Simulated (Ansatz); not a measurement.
# Worked example: SiHI3 + B(CH2)(CH3)F → SiI3 + B(CH3)2F

Species: SiHI3 (triiodosilane) `I[SiH](I)I`, singlet; B(CH2)(CH3)F, doublet; SiI3 `I[Si](I)I`, doublet; B(CH3)2F, singlet. A radical takes H: the energy is the difference in strength between the Si–H bond broken and the C–H bond made.

Shapes, held fixed at every level: PBE0-D4/def2-TZVP. Flexible molecules stand in one conformer, not always the lowest. Programs: Ansatz 0.2.0. The zero-point and thermal change to 298 K, harmonic and unscaled (PBE0-D4/def2-TZVP), is +10.7 kJ/mol.

At CCSD(T)/def2-TZVPP; 1 Eh = 2625.50 kJ/mol:

```
     species   energy (Eh)
       SiHI3  -1181.193004
B(CH2)(CH3)F   -203.617563
        SiI3  -1180.553833
    B(CH3)2F   -204.281107
```

Problem. Work out ΔH(298 K) of the reaction at this level.

Solution. 
1. Products less reactants: (-1180.553833) + (-204.281107) − [(-1181.193004) + (-203.617563)] = -0.024373 Eh = -64.0 kJ/mol.
2. With the thermal change: -64.0 + (+10.7) = -53.3 kJ/mol.

Other levels give -65.1 (B3LYP-D4/def2-TZVPP) to -22.8 kJ/mol (HF/def2-SVP). No measured value is set beside it here. Open shells run unrestricted. For atoms past krypton def2 sets carry core potentials with scalar relativity. Outer-core shells of I are correlated in most correlated rows, in sets that cover them unevenly.
